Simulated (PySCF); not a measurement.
## Electronic absorption of CH5Al2Cl3

Compound: CH5Al2Cl3.
SMILES: `Cl[CH2][AlH-]1[Cl+][AlH2-][Cl+]1`

The calculation used PySCF 2.14.0, density-fitted response routines, TDDFT CAM-B3LYP/def2-SVPD, vertical, gas phase, core orbitals frozen in the response. The structure is a single PBE0-D3(BJ)/def2-SVP conformer in the gas phase; no vibrational or solvent corrections. Torsions of this conformer, `[Cl:1][CH2:2][AlH-:3]1[Cl+:4][AlH2-:5][Cl+:6]1`: Cl1–C2–Al3–Cl4 -71°.

Q: List the vertical singlet excitations with oscillator strengths and describe the spectrum.

A: 

```tsv
state	E (eV)	λ (nm)	ν̃ (cm⁻¹)	f	|μ| (D)	main configurations (H = HOMO, L = LUMO)
S1	6.26	198.2	50460	0.046	1.39	H→L (54%), H→L+3 (17%), H→L+4 (9%)
S2	6.70	185.1	54030	0.0020	0.28	H-1→L (65%)
S3	6.99	177.4	56380	0.0010	0.19	H→L+1 (18%), H→L (17%), H→L+6 (14%)
S4	7.04	176.2	56760	0.0052	0.44	H-2→L (34%), H-2→L+3 (23%), H-2→L+4 (15%)
S5	7.18	172.8	57880	0.0037	0.37	H→L+4 (41%), H→L+1 (24%), H→L+2 (13%)
S6	7.47	166.0	60230	0.0009	0.18	H-1→L+1 (44%), H-1→L+2 (9%)
```

The lowest singlet comes at 198 nm (604 kJ/mol) in the vacuum ultraviolet; it is of moderate strength; its leading configuration is HOMO→LUMO (54%). The lowest level is also the most intense of those listed (f = 0.046). Löwdin shares by element: HOMO chlorine 44% or more, carbon 28%, aluminium 11% or more (atoms not listed hold the other 17%); LUMO aluminium 40%, chlorine 31% or more (atoms not listed hold the other 29%). The listed states span 1.21 eV, and the widest gap between neighbours is 0.44 eV (S1 to S2). Orbital energies (eV): HOMO-3 -10.74, HOMO-2 -10.14, HOMO-1 -10.07, HOMO -9.32, LUMO -0.06, LUMO+1 0.58, LUMO+2 0.72. Weighted by f, the mean energy of these states is 6.43 eV. No computed singlet lies in the visible range (380 to 750 nm); the lowest, at 198 nm, stands 2.99 eV above its violet end (3.26 eV). Singlets were solved by full linear response.
